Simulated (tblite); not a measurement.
Record of a relaxation.

CH3B3N2O3 (charge +1 and doublet state).
Numbering: `[N:1]#[C:2][B:3]1[O:4][BH:5][O:6][B:7]([NH2+:8])[O:9]1` (hydrogens: H10 on B5; H11, H12 on N8)
Bond orders are those of one Lewis drawing.

Computed with GFN2-xTB (tblite), gas phase: L-BFGS steps from a force-field or distance-geometry start until the largest atomic force falls under 0.01 eV/Å. 10 of its 75 geometries are shown.

Step 0: E = -681.0442 eV, largest atomic force 4.429 eV/Å
```
atom  x, y, z in Å  |  force x, y, z in eV/Å
N1     -1.821    2.717    0.569    0.854  -2.375  -1.655
C2     -1.489    1.830   -0.109   -0.997   2.859   1.035
B3     -1.005    0.650   -0.968    0.967  -3.236  -0.342
O4     -1.787   -0.575   -0.902    2.557   1.405   2.766
B5     -1.310   -1.278    0.305    1.128   0.932  -0.561
O6      0.052   -1.178    0.786   -1.206   1.746  -3.887
B7      0.932   -0.421   -0.119   -0.287   0.353   0.821
N8      2.396   -0.327    0.273   -1.598  -0.402  -1.873
O9      0.425    0.462   -1.170   -1.504  -1.250   3.133
H10    -2.094   -1.747    1.042    0.063  -0.252  -0.344
H11     2.665    0.529    0.741    0.263  -0.158   0.022
H12     3.038   -0.662   -0.472   -0.240   0.377   0.885
```

Step 8: E = -682.9401 eV, largest atomic force 1.230 eV/Å
```
atom  x, y, z in Å  |  force x, y, z in eV/Å
N1     -1.784    2.605    0.482   -0.053   0.176  -0.482
C2     -1.518    1.927   -0.397   -0.519   1.036   0.414
B3     -0.974    0.591   -0.916   -0.215   0.251  -0.213
O4     -1.816   -0.400   -0.575    0.458  -0.093   0.085
B5     -1.261   -1.256    0.325   -0.141  -0.239   0.111
O6      0.060   -1.220    0.590    0.083   0.013  -0.193
B7      0.913   -0.383   -0.049    0.136  -0.127  -0.155
N8      2.316   -0.291    0.141    0.333  -0.123   0.265
O9      0.363    0.564   -0.886   -0.237  -0.344   0.092
H10    -2.019   -1.881    0.945    0.017  -0.448   0.073
H11     2.673    0.441    0.734    0.122   0.124   0.098
H12     3.047   -0.697   -0.418    0.016  -0.228  -0.095
```

Step 16: E = -683.4545 eV, largest atomic force 2.505 eV/Å
```
atom  x, y, z in Å  |  force x, y, z in eV/Å
N1     -1.989    3.120    0.129    0.340  -1.664  -1.841
C2     -1.717    2.210   -0.534    0.231   0.639   1.891
B3     -1.047    0.729   -0.622   -0.350   0.440  -0.320
O4     -1.830   -0.310   -0.247    0.479   0.105   0.427
B5     -1.188   -1.389    0.326   -0.190   0.055  -0.293
O6      0.148   -1.407    0.396   -0.015   0.073   0.024
B7      0.942   -0.409   -0.067   -0.214   0.204  -0.334
N8      2.331   -0.363    0.179    0.361   0.134  -0.102
O9      0.295    0.627   -0.743   -0.453   0.089   0.748
H10    -1.783   -2.288    0.796   -0.128   0.091  -0.163
H11     2.812    0.359    0.687   -0.151   0.404   0.146
H12     3.027   -0.879   -0.325    0.090  -0.570  -0.184
```

Step 25: E = -684.0085 eV, largest atomic force 1.232 eV/Å
```
atom  x, y, z in Å  |  force x, y, z in eV/Å
N1     -2.140    3.290   -0.390    0.437  -1.139  -0.173
C2     -1.718    2.224   -0.415   -0.591   0.941   0.273
B3     -1.074    0.801   -0.255   -0.087   0.289  -0.041
O4     -1.819   -0.280    0.086    0.321   0.250  -0.052
B5     -1.122   -1.438    0.287   -0.006  -0.067  -0.272
O6      0.204   -1.470    0.175    0.088  -0.002   0.127
B7      0.975   -0.359   -0.075   -0.009  -0.108  -0.125
N8      2.374   -0.349    0.033   -0.112  -0.140   0.191
O9      0.257    0.776   -0.385   -0.118  -0.136   0.213
H10    -1.697   -2.429    0.531   -0.147  -0.063   0.029
H11     2.811    0.386    0.578    0.259  -0.081  -0.383
H12     2.950   -1.153   -0.196   -0.036   0.257   0.212
```

Step 33: E = -684.1677 eV, largest atomic force 0.382 eV/Å
```
atom  x, y, z in Å  |  force x, y, z in eV/Å
N1     -2.208    3.238   -0.589   -0.008  -0.213   0.200
C2     -1.788    2.227   -0.278    0.123   0.030  -0.223
B3     -1.047    0.851   -0.071   -0.085   0.135   0.177
O4     -1.782   -0.266    0.154   -0.103   0.299  -0.214
B5     -1.115   -1.452    0.180    0.078  -0.021   0.184
O6      0.207   -1.492    0.095    0.029   0.144   0.014
B7      0.988   -0.359   -0.024    0.211   0.073   0.077
N8      2.374   -0.379    0.056    0.065   0.033   0.070
O9      0.279    0.832   -0.157   -0.107  -0.203  -0.061
H10    -1.761   -2.412    0.373   -0.055  -0.191  -0.090
H11     2.939    0.438    0.260   -0.122  -0.097  -0.150
H12     2.916   -1.227   -0.025   -0.026   0.010   0.016
```

Step 41: E = -684.2037 eV, largest atomic force 0.198 eV/Å
```
atom  x, y, z in Å  |  force x, y, z in eV/Å
N1     -2.259    3.209   -0.571   -0.034   0.135   0.055
C2     -1.750    2.234   -0.289   -0.065  -0.151  -0.028
B3     -1.036    0.858   -0.057   -0.008   0.047  -0.090
O4     -1.805   -0.246    0.113    0.046   0.090  -0.018
B5     -1.135   -1.436    0.192    0.109  -0.037   0.034
O6      0.189   -1.466    0.162    0.072  -0.062   0.020
B7      1.003   -0.362    0.011    0.025   0.039   0.193
N8      2.386   -0.387    0.086   -0.073  -0.064  -0.147
O9      0.286    0.821   -0.137    0.006  -0.013  -0.025
H10    -1.758   -2.430    0.309   -0.058   0.018  -0.038
H11     2.958    0.442    0.131   -0.019   0.048  -0.002
H12     2.924   -1.238    0.024   -0.001  -0.051   0.046
```

Step 49: E = -684.2245 eV, largest atomic force 0.072 eV/Å
```
atom  x, y, z in Å  |  force x, y, z in eV/Å
N1     -2.295    3.216   -0.504   -0.007   0.036   0.037
C2     -1.766    2.230   -0.309    0.021  -0.055  -0.041
B3     -1.023    0.863   -0.119   -0.019  -0.006  -0.001
O4     -1.790   -0.243    0.046    0.000  -0.015  -0.018
B5     -1.127   -1.428    0.209    0.015  -0.014   0.017
O6      0.196   -1.463    0.284    0.009   0.021  -0.032
B7      1.006   -0.366    0.070    0.004   0.035  -0.019
N8      2.390   -0.397    0.071   -0.012  -0.039  -0.012
O9      0.300    0.811   -0.161   -0.008   0.030   0.020
H10    -1.773   -2.413    0.268   -0.007   0.003   0.019
H11     2.952    0.440    0.050    0.025   0.018  -0.002
H12     2.932   -1.248    0.069   -0.022  -0.013   0.031
```

Step 58: E = -684.2277 eV, largest atomic force 0.030 eV/Å
```
atom  x, y, z in Å  |  force x, y, z in eV/Å
N1     -2.292    3.225   -0.470   -0.003  -0.009  -0.005
C2     -1.775    2.223   -0.328    0.003   0.020   0.022
B3     -1.030    0.857   -0.142    0.000  -0.004  -0.011
O4     -1.792   -0.253    0.021   -0.008   0.010  -0.004
B5     -1.121   -1.430    0.208    0.012   0.006   0.000
O6      0.201   -1.454    0.281    0.012  -0.005  -0.001
B7      1.008   -0.353    0.067   -0.001   0.004  -0.011
N8      2.391   -0.394    0.071   -0.014  -0.017  -0.002
O9      0.294    0.818   -0.165   -0.002   0.003  -0.009
H10    -1.769   -2.413    0.296    0.012  -0.005   0.005
H11     2.972    0.430    0.039   -0.011   0.010   0.001
H12     2.914   -1.256    0.097   -0.002  -0.011   0.015
```

Step 66: E = -684.2282 eV, largest atomic force 0.033 eV/Å
```
atom  x, y, z in Å  |  force x, y, z in eV/Å
N1     -2.295    3.227   -0.456   -0.014   0.027  -0.003
C2     -1.774    2.226   -0.323    0.011  -0.031   0.005
B3     -1.030    0.857   -0.153    0.000  -0.002   0.002
O4     -1.791   -0.253    0.010    0.000   0.004   0.008
B5     -1.120   -1.429    0.207   -0.002  -0.001  -0.001
O6      0.202   -1.453    0.282    0.003  -0.001  -0.002
B7      1.007   -0.352    0.061    0.003  -0.001  -0.003
N8      2.389   -0.396    0.072    0.001  -0.004  -0.003
O9      0.294    0.818   -0.178    0.001   0.001  -0.009
H10    -1.762   -2.414    0.304   -0.007   0.001  -0.003
H11     2.970    0.428    0.035    0.004   0.003   0.001
H12     2.910   -1.259    0.112    0.001   0.002   0.008
```

Step 74: E = -684.2283 eV, largest atomic force 0.006 eV/Å
```
atom  x, y, z in Å  |  force x, y, z in eV/Å
N1     -2.296    3.227   -0.452   -0.003   0.003   0.002
C2     -1.775    2.226   -0.320    0.004  -0.003  -0.003
B3     -1.030    0.857   -0.154    0.001   0.000   0.003
O4     -1.792   -0.252    0.018    0.006  -0.001   0.000
B5     -1.120   -1.428    0.207   -0.001  -0.004   0.000
O6      0.202   -1.453    0.276   -0.002  -0.001  -0.002
B7      1.008   -0.352    0.054   -0.002  -0.004   0.000
N8      2.390   -0.396    0.072    0.002   0.003   0.005
O9      0.294    0.816   -0.190    0.002   0.005  -0.002
H10    -1.764   -2.413    0.303    0.000   0.003   0.001
H11     2.972    0.427    0.036   -0.005   0.001  -0.002
H12     2.911   -1.259    0.124   -0.002  -0.002  -0.001
```

Q: Summarise the path.

A: The energy falls by 307.22 kJ/mol from step 0 to step 74; nine tenths of that is first reached at step 23. It rises by more than 0.2 meV at step 20. The largest force goes from 4.429 to 0.006 eV/Å. Among the bonds B7–N8 changes most, from 1.518 to 1.383 Å; the atoms move by 0.791 Å rms after alignment.

Q: Follow the three bonds and two angles with the largest change from start to end.

A: 
```csv
step,E above end (kJ/mol),largest force (eV/Å),B7–N8 (Å),B3–O9 (Å),B5–O6 (Å),B3–O9–B7 (°),B3–O4–B5 (°)
0,307.22,4.429,1.518,1.456,1.449,108.6,105.3
3,168.27,1.715,1.447,1.349,1.360,114.3,110.6
6,137.08,1.139,1.412,1.341,1.352,114.2,111.4
10,112.91,0.669,1.441,1.339,1.354,119.5,116.5
13,100.38,1.495,1.426,1.347,1.353,121.1,118.7
16,74.66,2.505,1.412,1.351,1.339,118.2,116.5
19,49.56,0.838,1.433,1.340,1.347,121.9,118.6
23,30.27,2.084,1.403,1.344,1.335,121.1,115.7
26,18.37,0.596,1.404,1.334,1.333,121.6,116.7
29,11.48,0.337,1.387,1.332,1.327,122.3,117.8
32,7.23,0.397,1.388,1.329,1.326,120.9,117.4
35,4.39,0.214,1.389,1.329,1.325,121.9,116.5
39,3.03,0.227,1.381,1.325,1.324,122.4,115.9
42,1.86,0.206,1.386,1.326,1.325,122.0,116.3
45,0.75,0.178,1.382,1.325,1.324,122.2,116.6
48,0.41,0.087,1.383,1.325,1.325,122.3,116.5
51,0.29,0.051,1.384,1.326,1.325,122.2,116.6
55,0.12,0.075,1.383,1.326,1.324,122.2,116.4
58,0.06,0.030,1.383,1.325,1.324,122.3,116.5
61,0.04,0.066,1.383,1.325,1.324,122.3,116.4
64,0.02,0.015,1.382,1.325,1.324,122.4,116.4
68,0.01,0.013,1.383,1.325,1.324,122.2,116.5
71,0.01,0.024,1.383,1.325,1.324,122.2,116.5
74,0.00,0.006,1.383,1.325,1.324,122.3,116.4
```

What follows is the cost of the whole relaxation. The run took 0.57 s wall on one thread of an Arm Neoverse V1, shared host with 32 logical CPUs at a one-minute load of 8.8.
